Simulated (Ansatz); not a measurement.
HOZn (SMILES [OH][Zn]), doublet, at a GFN2-xTB geometry (such geometries of metal compounds can be far from the true shape) (the spin is typed, not shown lowest), atoms displaced at random by about 0.1 Å a coordinate; Ansatz (a first-principles code) with PBE0/3-21G.

Here is a job for Ansatz.
Ansatz 0.2 input:
```yaml
crystal:
  periodic: [false, false, false]
  atoms:
    - {symbol: Zn, position_ang: [-0.29316152, -0.19045741, -0.31422733]}
    - {symbol: O, position_ang: [0.95610997, 0.53821680, 0.94869685]}
    - {symbol: H, position_ang: [1.30251202, 1.24385596, 1.07534583]}
basis:
  gaussian:
    orbitals: 3-21G.json
hamiltonian:
  xc: pbe0
magnetization: {spin_polarized: true, initial_magnetization: 1}
relax: {f_tol: 0.0005}
```
The basis file holds 3-21G in the JSON format of the Basis Set Exchange.

What the program printed (banner, timings and long lists left out):

```
Functional definition: PBE0
384 factors; integrals over basis functions are off by at most 2.9e-4 eV
mean field evaluation 1: about -50217.9005 eV, gradient 4.0e1 eV
mean field evaluation 2: about -50123.6896 eV, gradient 1.2e2 eV
mean field evaluation 4: about -50223.5529 eV, gradient 6.0e0 eV
mean field evaluation 8: about -50223.6453 eV, gradient 1.2e-1 eV
mean field evaluation 16: about -50223.6455 eV, gradient 8.4e-5 eV
mean field -50223.64548600 eV, -1845.6849288009 hartree, gradient 8.4e-5 eV, S^2 0.753308; 0 other end points of the search recorded, 0 dependent functions left out
the calculation of the forces begins
reference -50223.64551317 eV, -1845.6849297995 hartree; 20, 19 occupied and 20, 21 virtual orbitals, 384 factors
relax step   1: F+E_penalty+E_count = -50223.64548600 eV  Δ(F+E_penalty+E_count) = +0.000e0 eV  max|allowed force component| = 1.713e1 eV/Å  Δτ_max = 0.0000 Å  (29 SCF iters, accepted)
these checks for a lower state are left out or cut short: starts, cluster_reference, orbital_swaps, neighbouring_geometries, increment
384 factors; integrals over basis functions are off by at most 5.3e-4 eV
mean field -50225.49867153 eV, -1845.7530321128 hartree, gradient 8.9e-6 eV, S^2 0.752484; 0 other end points of the search recorded, 0 dependent functions left out
the calculation of the forces begins
reference -50225.49869860 eV, -1845.7530331080 hartree; 20, 19 occupied and 20, 21 virtual orbitals, 384 factors
relax step   2: F+E_penalty+E_count = -50225.49867153 eV  Δ(F+E_penalty+E_count) = -1.853e0 eV  max|allowed force component| = 1.610e0 eV/Å  Δτ_max = 0.1142 Å  (39 SCF iters, accepted)
these checks for a lower state are left out or cut short: starts, cluster_reference, orbital_swaps, neighbouring_geometries, increment
384 factors; integrals over basis functions are off by at most 5.2e-4 eV
mean field evaluation 32: about -50225.5474 eV, gradient 6.4e-4 eV
mean field -50225.54738576 eV, -1845.7548223279 hartree, gradient 1.6e-5 eV, S^2 0.752268; 0 other end points of the search recorded, 0 dependent functions left out
the calculation of the forces begins
reference -50225.54741274 eV, -1845.7548233193 hartree; 20, 19 occupied and 20, 21 virtual orbitals, 384 factors
relax step   3: F+E_penalty+E_count = -50225.54738576 eV  Δ(F+E_penalty+E_count) = -4.871e-2 eV  max|allowed force component| = 1.150e0 eV/Å  Δτ_max = 0.0287 Å  (32 SCF iters, accepted)
these checks for a lower state are left out or cut short: starts, cluster_reference, orbital_swaps, neighbouring_geometries, increment
384 factors; integrals over basis functions are off by at most 5.2e-4 eV
mean field -50225.57667743 eV, -1845.7558987769 hartree, gradient 1.0e-5 eV, S^2 0.752136; 0 other end points of the search recorded, 0 dependent functions left out
the calculation of the forces begins
reference -50225.57670438 eV, -1845.7558997673 hartree; 20, 19 occupied and 20, 21 virtual orbitals, 384 factors
relax step   4: F+E_penalty+E_count = -50225.57667743 eV  Δ(F+E_penalty+E_count) = -2.929e-2 eV  max|allowed force component| = 1.880e-1 eV/Å  Δτ_max = 0.0237 Å  (32 SCF iters, accepted)
these checks for a lower state are left out or cut short: starts, cluster_reference, orbital_swaps, neighbouring_geometries, increment
384 factors; integrals over basis functions are off by at most 5.2e-4 eV
mean field -50225.57941629 eV, -1845.7559994280 hartree, gradient 8.4e-6 eV, S^2 0.752150; 0 other end points of the search recorded, 0 dependent functions left out
the calculation of the forces begins
reference -50225.57944330 eV, -1845.7560004208 hartree; 20, 19 occupied and 20, 21 virtual orbitals, 384 factors
relax step   5: F+E_penalty+E_count = -50225.57941629 eV  Δ(F+E_penalty+E_count) = -2.739e-3 eV  max|allowed force component| = 1.160e-1 eV/Å  Δτ_max = 0.0092 Å  (34 SCF iters, accepted)
these checks for a lower state are left out or cut short: starts, cluster_reference, orbital_swaps, neighbouring_geometries, increment
384 factors; integrals over basis functions are off by at most 5.5e-4 eV
mean field -50225.58489042 eV, -1845.7562005989 hartree, gradient 7.1e-6 eV, S^2 0.752276; 0 other end points of the search recorded, 0 dependent functions left out
the calculation of the forces begins
reference -50225.58491774 eV, -1845.7562016027 hartree; 20, 19 occupied and 20, 21 virtual orbitals, 384 factors
relax step   6: F+E_penalty+E_count = -50225.58489042 eV  Δ(F+E_penalty+E_count) = -5.474e-3 eV  max|allowed force component| = 1.085e-1 eV/Å  Δτ_max = 0.0423 Å  (33 SCF iters, accepted)
these checks for a lower state are left out or cut short: starts, cluster_reference, orbital_swaps, neighbouring_geometries, increment
384 factors; integrals over basis functions are off by at most 5.5e-4 eV
mean field evaluation 64: about -50225.5854 eV, gradient 5.7e-4 eV
mean field -50225.58538972 eV, -1845.7562189477 hartree, gradient 8.0e-6 eV, S^2 0.752321; 0 other end points of the search recorded, 0 dependent functions left out
the calculation of the forces begins
reference -50225.58541709 eV, -1845.7562199536 hartree; 20, 19 occupied and 20, 21 virtual orbitals, 384 factors
relax step   7: F+E_penalty+E_count = -50225.58538972 eV  Δ(F+E_penalty+E_count) = -4.993e-4 eV  max|allowed force component| = 9.421e-3 eV/Å  Δτ_max = 0.0096 Å  (34 SCF iters, accepted)
these checks for a lower state are left out or cut short: starts, cluster_reference, orbital_swaps, neighbouring_geometries, increment
384 factors; integrals over basis functions are off by at most 5.6e-4 eV
mean field -50225.58539926 eV, -1845.7562192983 hartree, gradient 8.5e-5 eV, S^2 0.752324; 0 other end points of the search recorded, 0 dependent functions left out
the calculation of the forces begins
reference -50225.58542664 eV, -1845.7562203046 hartree; 20, 19 occupied and 20, 21 virtual orbitals, 384 factors
relax step   8: F+E_penalty+E_count = -50225.58539926 eV  Δ(F+E_penalty+E_count) = -9.541e-6 eV  max|allowed force component| = 1.880e-3 eV/Å  Δτ_max = 0.0012 Å  (23 SCF iters, accepted)
these checks for a lower state are left out or cut short: starts, cluster_reference, orbital_swaps, neighbouring_geometries, increment
384 factors; integrals over basis functions are off by at most 5.6e-4 eV
mean field -50225.58539978 eV, -1845.7562193175 hartree, gradient 2.8e-5 eV, S^2 0.752325; 0 other end points of the search recorded, 0 dependent functions left out
the calculation of the forces begins
reference -50225.58542717 eV, -1845.7562203240 hartree; 20, 19 occupied and 20, 21 virtual orbitals, 384 factors
relax step   9: F+E_penalty+E_count = -50225.58539978 eV  Δ(F+E_penalty+E_count) = -5.239e-7 eV  max|allowed force component| = 4.888e-5 eV/Å  Δτ_max = 0.0004 Å  (21 SCF iters, accepted)
384 factors; integrals over basis functions are off by at most 5.6e-4 eV
mean field -50225.58539978 eV, -1845.7562193175 hartree, gradient 2.8e-5 eV, S^2 0.752325; 1 other end points of the search recorded, 0 dependent functions left out
the calculation of the forces begins
reference -50225.58542717 eV, -1845.7562203240 hartree; 20, 19 occupied and 20, 21 virtual orbitals, 384 factors
Total energy: -50225.58542717 eV, -1845.7562203240 hartree
Atom 0 at    -0.213691    -0.121318    -0.244002 Å, force     0.000009     0.000034    -0.000003 eV/Å
Atom 1 at     0.886748     0.415072     0.915281 Å, force     0.000028    -0.000031     0.000049 eV/Å
Atom 2 at     1.292404     1.297862     1.038537 Å, force    -0.000037    -0.000003    -0.000046 eV/Å
Dipole moment:    -0.018679     0.248617    -0.134077 e Å
```
